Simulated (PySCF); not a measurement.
Geometry:
```
atom   x (Å)   y (Å)   z (Å)
  C1   2.718  -0.026  -0.927
  C2   1.521  -0.873  -0.567
  O3   1.600  -2.066  -0.328
  N4   0.307  -0.253  -0.516
 Si5  -1.104  -1.259  -0.096
  N6  -2.526  -0.274  -0.095
  C7  -3.288  -0.017  -1.289
  C8  -2.895   0.535   1.037
  H9   2.601   0.396  -1.937
 H10   2.827   0.814  -0.223
 H11   3.619  -0.649  -0.896
 H12   0.243   0.737  -0.721
 H13  -0.910  -1.798   1.277
 H14  -1.277  -2.311  -1.132
 H15  -3.002  -0.716  -2.090
 H16  -3.146   1.012  -1.678
 H17  -4.372  -0.147  -1.108
 H18  -3.969   0.418   1.280
 H19  -2.322   0.240   1.929
 H20  -2.717   1.617   0.869
```

Calculated, not measured (PySCF 2.14.0 with density-fitted response routines): NMR shieldings at KT2/pcSseg-1/GIAO, PBE0-D3(BJ)/def2-SVP geometry. One averaged value for each set of equivalent atoms, non-relativistic, one computed conformer, in vacuum.

Question: Predict the 2D correlation tables (HSQC, COSY, HMBC).

Answer: 

HSQC (one-bond C–H):
```tsv
δH	δC
2.70 (H15/H16/H17/H18/H19/H20)	41.9 (C7/C8)
1.77 (H9/H10/H11)	22.6 (C1)
```

HMBC (two and three bonds, from the bond graph):
```tsv
δH	δC
5.25 (H13/H14)	163.9 (C2), 41.9 (C7/C8)
2.70 (H15/H16/H17/H18/H19/H20)	41.9 (C7/C8)
1.77 (H9/H10/H11)	163.9 (C2)
```

No COSY cross peaks are expected.

Chemical shifts δ = σref − σ; ¹H and ¹³C vs TMS, all at this level.

Short H···H contacts in this conformer between protons four or more bonds apart (candidates for NOE cross peaks, intensity ∝ r⁻⁶): H14···H15 2.54 Å.

OH/NH shifts are gas-phase values; hydrogen bonding in solution moves them, usually downfield. Shifts are as computed. Against solution values, carbons near 30 ppm lie about +2 ppm off and those near 130 ppm about -5 ppm. Of 1211 compounds with measured shifts, 218 miss one by over three times the rms of a fit or turn the order of signals round; such compounds aren't used in these exercises. Hydrogen bonding in solution deshields acid and N–H amide carbonyl carbons by as much as 10 ppm beyond these values.
